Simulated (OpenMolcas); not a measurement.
Dy2+ among 6 point charges of -1 e arranged as an octahedron (Oh), 2.24 Å from the ion.

| Item | Value |
| --- | --- |
| Program | OpenMolcas 26.06 |
| Method | CASSCF |
| Basis | ANO-RCC-VDZP [7s6p4d2f1g] |
| Scalar Hamiltonian | DKH2, point nucleus |
| Active space | 10 electrons in 7 orbitals (4f) |
| State averaging | 2S+1 = 5 even, 35 roots (33 in the spin-orbit step); 2S+1 = 3 even, 106 roots kept (CI in the orbitals of an earlier block); 2S+1 = 1 even, 31 roots kept (CI in the orbitals of an earlier block) |
| Spin-orbit coupling | RASSI with atomic mean-field integrals over the reference wave functions |

(1) What is the spin-free ground state (labels of O, the rotations of Oh)?

(2) Where is the first state of the same spin?

(3) What are the lowest two levels with spin-orbit coupling?

(4) What is χT at 300 K, and how does it compare with the textbook value?

Answers

(1) 5A2, 1-fold in its orbital part, 100 % from free-ion I terms; it has the highest spin that f10 allows.

(2) 5T2 at 18.2 cm-1 above the ground state.

(3) A 2-fold level E, then a 3-fold level T1 2.1 cm-1 above it. Their leading multiplicities are 5 (95 %) and 5 (95 %).

(4) Hund's rules give f10 the level 5I8 with g = 1.250, so an isolated free-ion multiplet has χT = g² J(J+1) / 8 = 14.062 cm3 K/mol. The computed 13.905 at 300 K differs by -1 %, through the field's splitting, the mixing of terms and any other multiplet in reach.

High states are left out of the spin-orbit mixing, which shifts the levels that they would mix with. Point charges carry no covalency, so the field is a model and not that of real ligands. The first state left out of the spin-orbit step lies near 43000 cm-1 above the lowest spin-free state of the reference (among the parities and spins computed), and the lists stop at four fifths of that energy or lower. No measured value stands beside these numbers.
